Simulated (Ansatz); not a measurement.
Frontier orbitals of C$_{4}$H$_{9}$B (`CC1CBC1`).

Cartesian coordinates in Å:
```
C 0.266 1.632 -0.401
C -0.367 0.268 -0.250
C 0.421 -0.965 -0.783
B -0.146 -1.707 0.479
C -0.460 -0.339 1.181
H 0.368 1.910 -1.454
H -0.327 2.405 0.097
H 1.266 1.640 0.045
H -1.365 0.275 -0.700
H 0.243 -1.317 -1.800
H 1.497 -0.779 -0.673
H -0.434 -2.846 0.713
H -1.361 -0.178 1.775
H 0.400 0.001 1.773
```

The species carries charge 0 and has multiplicity 1. Geometry: relaxed with PBE0-D4/def2-TZVP. Basis def2-TZVPP, Ansatz.

Orbital energies of one run (eV). Highest occupied ones, from the top: -6.49, -6.95, -7.53, -7.90, -9.22, -9.45, -9.88, -10.03, -11.48, -11.65, -13.73, -16.02, -17.25, -20.33. Empty: -1.94, 0.44, 1.03, 1.25, 1.32, 2.03.

Question: Which functional gave them?
A. PBE
B. ωB97X-V
C. LC-ωPBE
D. PBE0

Answer: A. HOMO energies: PBE -6.49, ωB97X-V -10.19, PBE0 -7.79, LC-ωPBE -10.55 eV.

LC-ωPBE has ω = 0.4 bohr⁻¹.
